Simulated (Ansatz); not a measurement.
Worked example: SiHI3 + Al(CH3)I2 → SiI4 + AlH(CH3)I

Species: SiHI3 `I[SiH](I)I`, singlet; Al(CH3)I2, singlet; SiI4 `I[Si](I)(I)I`, singlet; AlH(CH3)I, singlet. The partners trade H for I: Si–H and Al–I bonds give way to Si–I and Al–H.

Shapes, held fixed at every level: PBE0-D4/def2-TZVP. Programs: Ansatz 0.2.0. Electronic energies: no zero-point or thermal term.

At CCSD(T)/def2-TZVPP; 1 Eh = 2625.50 kJ/mol:

```
  species   energy (Eh)
    SiHI3  -1181.193004
Al(CH3)I2   -876.253001
     SiI4  -1477.777190
AlH(CH3)I   -579.636433
```

Work out ΔE of the reaction at this level.


1. Products less reactants: (-1477.777190) + (-579.636433) − [(-1181.193004) + (-876.253001)] = 0.032382 Eh = +85.0 kJ/mol.

Other levels give +79.7 (wB97M-V/def2-TZVPP) to +105.1 kJ/mol (HF/def2-SVP). No measured value is set beside it here. For atoms past krypton def2 sets carry core potentials with scalar relativity. Correlated rows may include outer-core shells of I, which these sets cover unevenly.
